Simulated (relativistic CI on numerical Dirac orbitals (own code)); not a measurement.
# How well does a small relativistic CI reproduce Bi?

Calculated at this level of theory: Dirac-Coulomb-Breit CI, KLI orbitals optimised for each configuration, model QED, valence Slater integrals scaled by 0.85, P86 correlation energy added to each configuration (own radial code, finite nucleus).

Configuration list (outside the closed core [Xe] 4f14 5d10): 6s²6p³, 6s²6p²7s, 6s²6p²7p, 6s²6p²6d, 6s²6p²8s, 6s²6p²7d, 6s6p⁴, 6s²6p²8p, 6s²6p²5f, 6s²6p6d², 6s²6p²9s, 6s²6p²9p, 6s²6p²8d, 6s²6p²6f, 6s²6p²5g, 6s²6p²9d. Levels of other configurations are missing.

```
Configuration  Term (tabulated)    J  Measured (cm⁻¹)  Computed  Error  Purity (%)
       6s²6p³               4S°  3/2              0.0         0      0          62
       6s²6p³               2D°  3/2          11419.0     11999    580          62
       6s²6p³               2D°  5/2          15437.5     16526   1088         100
       6s²6p³               2P°  1/2          21660.9     22588    927          99
     6s²6p²7s              2[0]  1/2          32588.2     33424    836          61
       6s²6p³               2P°  3/2          33164.8     34745   1580          64
     6s²6p²7s              2[1]  3/2          44865.1     45683    818          89
     6s²6p²7s              2[1]  1/2          45915.9     46875    959          58
     6s²6p²8s              2[0]  1/2          47373.5     48375   1002          50
     6s²6p²7s              2[2]  5/2          48489.9     49848   1358          55
     6s²6p²7s              2[2]  3/2          49460.9     50886   1425          36
     6s²6p²7d              2[2]  3/2          51019.1     52187   1168          34
     6s²6p²7d              2[2]  5/2          51158.5     52177   1018          22
```

Measured levels from NIST Handbook of Basic Atomic Spectroscopic Data (Sansonetti and Martin, J. Phys. Chem. Ref. Data 34, 1559 (2005)); pairs were made by configuration, J and term (by order where the table uses no LS term), so strongly mixed levels may be paired wrongly.

Mean error by configuration (cm⁻¹): 6s²6p³ 1044; 6s²6p²7s 1079; 6s²6p²8s 1002; 6s²6p²7d 1093. Over the excited levels the mean absolute error is 1063 cm⁻¹ (12 of the 16 excited levels that our extract of the source holds in range could be paired, and the others can miss by more), and the median relative error of those above 1,000 cm⁻¹ is 2.7 %.

Transition probabilities of persistent lines. The last column rescales the computed rate by the cube of measured over computed energy:

| λ measured (Å) | Lower | Upper | A tabulated (s⁻¹) | A computed | A rescaled |
| --- | --- | --- | --- | --- | --- |
| 1954.71 vacuum | 6s²6p³ ⁴S°3/2 | 6s²6p²7d ²[2]5/2 | 5.86e+07 | 9.79e+07 | 9.23e+07 |
| 1960.05 vacuum | 6s²6p³ ⁴S°3/2 | 6s²6p²7d ²[2]3/2 | 1.54e+07 | 3.19e+07 | 2.98e+07 |
| 2021.15 air | 6s²6p³ ⁴S°3/2 | 6s²6p²7s ²[2]3/2 | 6.00e+06 | 1.68e+06 | 1.55e+06 |
| 2061.63 air | 6s²6p³ ⁴S°3/2 | 6s²6p²7s ²[2]5/2 | 9.60e+07 | 1.61e+08 | 1.48e+08 |
| 2110.22 air | 6s²6p³ ⁴S°3/2 | 6s²6p²8s ²[0]1/2 | 5.30e+07 | 9.36e+07 | 8.79e+07 |
| 2228.20 air | 6s²6p³ ⁴S°3/2 | 6s²6p²7s ²[1]3/2 | 8.80e+07 | 1.56e+08 | 1.47e+08 |
| 2897.97 air | 6s²6p³ ²D°3/2 | 6s²6p²7s ²[1]1/2 | 1.53e+08 | 2.09e+08 | 2.02e+08 |
| 2938.30 air | 6s²6p³ ²D°5/2 | 6s²6p²7s ²[2]3/2 | 1.23e+08 | 1.34e+08 | 1.30e+08 |
| 2989.02 air | 6s²6p³ ²D°3/2 | 6s²6p²7s ²[1]3/2 | 5.40e+07 | 4.89e+07 | 4.79e+07 |
| 3024.62 air | 6s²6p³ ²D°5/2 | 6s²6p²7s ²[2]5/2 | 8.60e+07 | 8.49e+07 | 8.28e+07 |
| 3067.70 air | 6s²6p³ ⁴S°3/2 | 6s²6p²7s ²[0]1/2 | 1.67e+08 | 2.16e+08 | 2.01e+08 |
| 4722.53 air | 6s²6p³ ²D°3/2 | 6s²6p²7s ²[0]1/2 | 9.40e+06 | 9.56e+06 | 9.22e+06 |
